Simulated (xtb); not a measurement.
A run for xtb: GFN2-xTB on CdH2OSe (SMILES [OH][Cd][SeH]), a point of a bond scan (R = 4.714 Å).

```
$ xtb mol.xyz --gfn 2 --sp --chrg 0 --uhf 0
5

Cd     0.43542349    -0.58659809    -0.10571507
O      1.50138246    -2.22921268    -0.45382337
H      2.37931999    -2.19685356    -0.05914469
Se    -0.99187593     1.39292813     0.21517457
H     -2.83203343    -0.41578006     4.16059959
```

Program output:

```
[...]
           -------------------------------------------------
          |                Calculation Setup                |
           -------------------------------------------------



molecular fragmentation (1/2 indicates fragments):
11112
# atoms in fragment 1/2:     4     1
 fragment masses (1/2) :      208.38        1.01
CMA distance (Bohr)    :   9.550
constraining FC (au)   :  0.0500

           -------------------------------------------------
          |                 G F N 2 - x T B                 |
           -------------------------------------------------

        Reference                      10.1021/acs.jctc.8b01176
      * Hamiltonian:
        H0-scaling (s, p, d)           1.850000    2.230000    2.230000
        zeta-weighting                 0.500000
      * Dispersion:
        s8                             2.700000
        a1                             0.520000
        a2                             5.000000
        s9                             5.000000
      * Repulsion:
        kExp                           1.500000    1.000000
        rExp                           1.000000
      * Coulomb:
        alpha                          2.000000
        third order                    shell-resolved
        anisotropic                    true
        a3                             3.000000
        a5                             4.000000
        cn-shift                       1.200000
        cn-exp                         4.000000
        max-rad                        5.000000


          ...................................................
          :                      SETUP                      :
          :.................................................:
          :  # basis functions                  20          :
          :  # atomic orbitals                  19          :
          :  # shells                            9          :
          :  # electrons                        16          :
          :  max. iterations                   250          :
          :  Hamiltonian                  GFN2-xTB          :
          :  restarted?                      false          :
          :  GBSA solvation                  false          :
          :  PC potential                    false          :
          :  electronic temp.          300.0000000     K    :
          :  accuracy                    1.0000000          :
          :  -> integral cutoff          0.2500000E+02      :
          :  -> integral neglect         0.1000000E-07      :
          :  -> SCF convergence          0.1000000E-05 Eh   :
          :  -> wf. convergence          0.1000000E-03 e    :
          :  Broyden damping             0.4000000          :
          :  net charge                          0          :
          :  unpaired electrons                  0          :
          ...................................................

 iter      E             dE          RMSdq      gap      omega  full diag
   1     -8.6991440 -0.869914E+01  0.181E+01    0.09       0.0  T
   2     -8.5290023  0.170142E+00  0.109E+01    0.01       1.0  T
   3     -8.4927490  0.362533E-01  0.122E+01    3.95       1.0  T
   4     -8.5011788 -0.842975E-02  0.950E+00    2.25       1.0  T
   5     -8.5371197 -0.359409E-01  0.107E+01    0.06       1.0  T
   6     -8.5031053  0.340144E-01  0.822E+00    1.18       1.0  T
   7     -8.5216912 -0.185859E-01  0.878E+00    0.02       1.0  T
   8     -8.5346544 -0.129632E-01  0.763E+00    0.01       1.0  T
   9     -8.5039394  0.307150E-01  0.796E+00    0.87       1.0  T
  10     -8.5265714 -0.226320E-01  0.716E+00    0.26       1.0  T
  11     -8.5265764 -0.505204E-05  0.716E+00    0.26       1.0  T
  12     -8.5305457 -0.396926E-02  0.798E+00    0.01       1.0  T
  13     -8.5342621 -0.371644E-02  0.765E+00    0.01       1.0  T
  14     -8.5860846 -0.518225E-01  0.599E+00    0.16       1.0  T
  15     -8.5322898  0.537948E-01  0.774E+00    0.01       1.0  T
  16     -8.6213938 -0.891039E-01  0.521E+00    0.13       1.0  T
  17     -8.5346136  0.867802E-01  0.758E+00    0.01       1.0  T
  18     -8.7256296 -0.191016E+00  0.146E+00    0.05       1.0  T
  19     -8.5737066  0.151923E+00  0.676E+00    0.02       1.0  T
  20     -8.7281465 -0.154440E+00  0.121E+00    0.05       1.0  T
  21     -8.6123850  0.115761E+00  0.581E+00    0.02       1.0  T
  22     -8.7220866 -0.109702E+00  0.168E+00    0.04       1.0  T
  23     -8.6905432  0.315434E-01  0.334E+00    0.03       1.0  T
  24     -8.7076607 -0.171175E-01  0.253E+00    0.03       1.0  T
  25     -8.7300586 -0.223979E-01  0.349E-01    0.05       1.0  T
  26     -8.6969959  0.330627E-01  0.299E+00    0.03       1.0  T
  27     -8.7219204 -0.249246E-01  0.147E+00    0.07       1.0  T
  28     -8.7188553  0.306517E-02  0.173E+00    0.04       1.0  T
  29     -8.7230793 -0.422404E-02  0.136E+00    0.06       1.0  T
  30     -8.7282053 -0.512603E-02  0.718E-01    0.04       1.0  T
  31     -8.7285634 -0.358098E-03  0.645E-01    0.06       1.0  T
  32     -8.7299122 -0.134882E-02  0.255E-01    0.05       1.0  T
  33     -8.7300587 -0.146414E-03  0.162E-01    0.05       1.0  T
  34     -8.7301315 -0.727969E-04  0.851E-02    0.05       1.0  T
  35     -8.7301588 -0.273703E-04  0.634E-03    0.05       7.1  T
  36     -8.7301540  0.481694E-05  0.360E-02    0.05       1.2  T
  37     -8.7301573 -0.325583E-05  0.208E-02    0.05       2.1  T
  38     -8.7301587 -0.144754E-05  0.715E-03    0.05       6.3  T
  39     -8.7301589 -0.179023E-06  0.211E-03    0.05      21.2  T
  40     -8.7301588  0.383007E-07  0.380E-03    0.05      11.8  T
  41     -8.7301589 -0.456302E-07  0.153E-03    0.05      29.2  T
  42     -8.7301589 -0.893376E-08  0.231E-05    0.05    1931.9  T
  43     -8.7301589 -0.941469E-13  0.171E-05    0.05    2612.4  T

   *** convergence criteria satisfied after 43 iterations ***

         #    Occupation            Energy/Eh            Energy/eV
      -------------------------------------------------------------
         1        2.0000           -0.7549345             -20.5428
         2        2.0000           -0.6545590             -17.8115
         3        2.0000           -0.5312373             -14.4557
         4        2.0000           -0.4783150             -13.0156
         5        2.0000           -0.4264010             -11.6030
         6        2.0000           -0.4100630             -11.1584
         7        1.7540           -0.3999791             -10.8840
         8        1.5610           -0.3993182             -10.8660 (HOMO)
         9        0.6850           -0.3974933             -10.8163 (LUMO)
        10                         -0.2687128              -7.3120
        11                         -0.0674118              -1.8344
        12                         -0.0646179              -1.7583
        13                         -0.0060205              -0.1638
       ...                                ...                  ...
        19                          0.8647291              23.5305
      -------------------------------------------------------------
                  HL-Gap            0.0018249 Eh            0.0497 eV
             Fermi-level           -0.3981129 Eh          -10.8332 eV

 SCC (total)                   0 d,  0 h,  0 min,  0.004 sec
 SCC setup                      ...        0 min,  0.000 sec (  1.795%)
 Dispersion                     ...        0 min,  0.000 sec (  0.559%)
 classical contributions        ...        0 min,  0.000 sec (  0.303%)
 integral evaluation            ...        0 min,  0.000 sec (  7.961%)
 iterations                     ...        0 min,  0.003 sec ( 76.171%)
 molecular gradient             ...        0 min,  0.000 sec ( 11.993%)
 printout                       ...        0 min,  0.000 sec (  1.099%)

         :::::::::::::::::::::::::::::::::::::::::::::::::::::
         ::                     SUMMARY                     ::
         :::::::::::::::::::::::::::::::::::::::::::::::::::::
         :: total energy              -8.709385193022 Eh    ::
         :: gradient norm              0.009886008202 Eh/a0 ::
         :: HOMO-LUMO gap              0.049658083669 eV    ::
         ::.................................................::
         :: SCC energy                -8.730157117830 Eh    ::
         :: -> isotropic ES            0.087536466235 Eh    ::
         :: -> anisotropic ES          0.002874401092 Eh    ::
         :: -> anisotropic XC         -0.000070456175 Eh    ::
         :: -> dispersion             -0.001969699149 Eh    ::
         :: repulsion energy           0.020771924807 Eh    ::
         :: add. restraining           0.000000000000 Eh    ::
         :: total charge               0.000000000006 e     ::
         :::::::::::::::::::::::::::::::::::::::::::::::::::::

           -------------------------------------------------
          |                Property Printout                |
           -------------------------------------------------

    * Orbital Energies and Occupations

         #    Occupation            Energy/Eh            Energy/eV
      -------------------------------------------------------------
         1        2.0000           -0.7549345             -20.5428
         2        2.0000           -0.6545590             -17.8115
         3        2.0000           -0.5312373             -14.4557
         4        2.0000           -0.4783150             -13.0156
         5        2.0000           -0.4264010             -11.6030
         6        2.0000           -0.4100630             -11.1584
         7        1.7540           -0.3999791             -10.8840
         8        1.5610           -0.3993182             -10.8660 (HOMO)
         9        0.6850           -0.3974933             -10.8163 (LUMO)
        10                         -0.2687128              -7.3120
        11                         -0.0674118              -1.8344
        12                         -0.0646179              -1.7583
        13                         -0.0060205              -0.1638
        14                         -0.0056546              -0.1539
        15                          0.0157223               0.4278
        16                          0.0159498               0.4340
        17                          0.0624889               1.7004
        18                          0.1657209               4.5095
        19                          0.8647291              23.5305
      -------------------------------------------------------------
                  HL-Gap            0.0018249 Eh            0.0497 eV
             Fermi-level           -0.3981129 Eh          -10.8332 eV

     #   Z          covCN         q      C6AA      α(0)
     1  48 Cd       1.588     0.414   191.830    26.585
     2   8 O        1.537    -0.580    24.786     6.716
     3   1 H        0.814     0.288     0.755     1.364
     4  34 Se       0.848    -0.131   230.830    26.627
     5   1 H        0.000     0.009     7.235     4.918

 Mol. C6AA /au·bohr⁶  :       1396.185483
 Mol. C8AA /au·bohr⁸  :      87412.127126
 Mol. α(0) /au        :         66.210960


Wiberg/Mayer (AO) data.
largest (>0.10) Wiberg bond orders for each atom

 ---------------------------------------------------------------------------
     #   Z sym  total        # sym  WBO       # sym  WBO       # sym  WBO
 ---------------------------------------------------------------------------
     1  48 Cd   1.778 --     4 Se   0.938     2 O    0.812
     2   8 O    1.963 --     3 H    0.886     1 Cd   0.812     4 Se   0.265
     3   1 H    0.917 --     2 O    0.886
     4  34 Se   1.422 --     1 Cd   0.938     2 O    0.265     5 H    0.216
     5   1 H    0.216 --     4 Se   0.216
 ---------------------------------------------------------------------------

Topologies differ in total number of bonds
Writing topology from bond orders to xtbtopo.mol
Note: The following floating-point exceptions are signalling: IEEE_UNDERFLOW_FLAG IEEE_DENORMAL
normal termination of xtb

molecular dipole:
                 x           y           z       tot (Debye)
 q only:        0.188       0.435       0.402
   full:        0.669       0.005       0.369       1.941
molecular quadrupole (traceless):
                xx          xy          yy          xz          yz          zz
 q only:        4.033       2.793      -6.414       1.368      -3.103       2.382
  q+dip:        5.453       4.913      -9.413       2.123      -4.536       3.960
   full:        5.831       6.813     -10.868       2.866      -5.082       5.037


           -------------------------------------------------
          | TOTAL ENERGY               -8.709385193022 Eh   |
          | GRADIENT NORM               0.009886008202 Eh/α |
          | HOMO-LUMO GAP               0.049658083669 eV   |
           -------------------------------------------------

------------------------------------------------------------------------
------------------------------------------------------------------------
 total:
 SCF:
```

The run finished.

Cost: about 0.020 core-seconds (a rough figure).
